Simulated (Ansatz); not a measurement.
Basis-set series for CH$_{7}$BGeSe, SMILES `C[Se][BH][GeH3]`. The species carries charge 0 and has multiplicity 1. The structure was optimised at the PBE0-D4/def2-TZVP level. It is one conformer, not always the lowest.

| functional | basis | functions | energy (Eh) | HOMO (eV) | LUMO (eV) |
| --- | --- | --- | --- | --- | --- |
| PBE0-D4 | def2-TZVPP | 256 | -4545.12110 | -7.54 | -1.73 |
| PBE0-D4 | def2-QZVPP | 502 | -4545.22030 | -7.55 | -1.75 |
| ωB97M-V | def2-TZVPP | 256 | -4545.44312 | -9.66 | 0.17 |
| ωB97M-V | def2-QZVPP | 502 | -4545.53973 | -9.66 | 0.13 |

Problem. Give the rows for def2-SVP. (An estimate is asked.)

Solution. The calculation gave: 
| functional | basis | functions | energy (Eh) | HOMO (eV) | LUMO (eV) |
| --- | --- | --- | --- | --- | --- |
| PBE0-D4 | def2-SVP | 127 | -4544.49363 | -7.51 | -1.66 |
| ωB97M-V | def2-SVP | 127 | -4544.81130 | -9.61 | 0.32 |

Positive LUMOs are unbound and depend on the basis. Scalar relativity is left out up to krypton.

Computed with Ansatz.
